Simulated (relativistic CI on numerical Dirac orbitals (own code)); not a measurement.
Ta59+: q coefficients and field-shift factors

Calculated at this level of theory: Dirac-Coulomb-Breit CI, orbitals from a KLI potential per configuration, derivatives by finite differences, unscaled Slater integrals, QED left out (own radial code, finite nucleus).

Configuration list (outside the closed core [Ne]): 3s2 3p2, 3s2 3p 3d, 3s 3p3, 3s2 3d2, 3p4, 3s 3p2 3d, 3p2 3d2, 3s 3p 3d2. Levels of other configurations are missing.

With x = (α/α₀)² − 1 an excitation energy changes as ω = ω₀ + qx; K = 2q/ω₀ is the relative enhancement. Terms are leading LS components, so labels can repeat. The field-shift factor is F = δν/δ⟨r²⟩ for the transition from the lowest level.

Lowest level 3s2 3p2 3P_0.

| Level | ω₀ (cm⁻¹) | q (cm⁻¹) | F (GHz/fm²) |
| --- | --- | --- | --- |
| 3s2 3p2 3P_1 | 2620997 | 3.29e+06 | -429 |
| 3s2 3p2 1D_2 | 2696909 | 3.287e+06 | -432 |
| 3s 3p3 3P°_2 | 3993024 | 3.624e+06 | -6910 |
| 3s 3p3 3D°_1 | 4221677 | 3.583e+06 | -5800 |
| 3s2 3p 3d 3F°_2 | 4390070 | 3.368e+06 | -431 |
| 3s2 3p 3d 3D°_1 | 4753559 | 3.477e+06 | -1730 |
| 3s2 3p 3d 3P°_2 | 5158084 | 4.039e+06 | -586 |
| 3s2 3p 3d 3F°_3 | 5167178 | 4.043e+06 | -413 |
| 3s2 3p2 3P_2 | 5374940 | 6.587e+06 | -930 |
| 3s2 3p2 1S_0 | 5538956 | 6.594e+06 | -925 |
| 3s 3p2 3d 3D_1 | 5781111 | 3.727e+06 | -7060 |
| 3s 3p2 3d 3D_2 | 5840004 | 3.741e+06 | -7070 |
| 3s 3p2 3d 3D_3 | 6512473 | 4.385e+06 | -7050 |
| 3s 3p3 3D°_2 | 6550119 | 6.851e+06 | -7220 |
| 3s 3p2 3d 3F_2 | 6626002 | 4.401e+06 | -7120 |
| 3s 3p3 3D°_3 | 6703833 | 6.878e+06 | -7090 |
| 3s 3p3 3P°_0 | 6792050 | 6.862e+06 | -6630 |
| 3s 3p3 3P°_1 | 6924803 | 6.886e+06 | -6410 |
| 3s 3p3 1D°_2 | 6927895 | 6.831e+06 | -5500 |
| 3s 3p3 3S°_1 | 7018834 | 6.897e+06 | -7350 |
| 3s2 3p 3d 3F°_3 | 7323580 | 6.684e+06 | -1030 |
| 3s2 3p 3d 3P°_1 | 7360509 | 6.751e+06 | -2010 |
| 3s2 3p 3d 3D°_2 | 7363857 | 6.781e+06 | -2970 |

At this charge energies of transitions that change n are usually good to better than 1 %, and those within a shell (Δn = 0) to a few per cent.

(1) Which transition from the lowest level has the largest |K|?

Results:

(1) 3s2 3p2 3P_1 at 2620997 cm⁻¹, K = 2.51.
